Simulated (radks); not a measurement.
Mn11+, 14 electrons, occupied as [He] 2s1 2p6 3s2 3p3 (not the ground configuration). Method: scalar-relativistic Kohn-Sham, LDA (Slater exchange, Perdew-Wang correlation), spin-polarised, spherical densities, finite nucleus; open shells are filled with parallel spins first; Fermi nuclear charge, rms radius 3.7057 fm; computed with a radial shooting solver on a logarithmic mesh with Libxc functionals.

Normalised radial functions P(r) = r R(r), r in bohr:

r         1s down
0.003946   0.9131
0.005521   1.2215
0.007788   1.6190
0.0109     2.0848
0.01525    2.6032
0.02134    3.1139
0.02986    3.5086
0.04179    3.6382
0.05848    3.3616
0.08249    2.6257
0.1154     1.6470
0.1615     0.7590
0.226      0.2284
0.3163     0.0381
0.4426     0.0028
0.6193     0.0001
0.8736     0.0000
1.222      0.0000
1.711      0.0000
2.394      0.0000

1s down: eigenvalue -6770.4 eV, 0 radial nodes, <r> = 0.0610 bohr, 90 % of the charge inside 0.109 bohr.
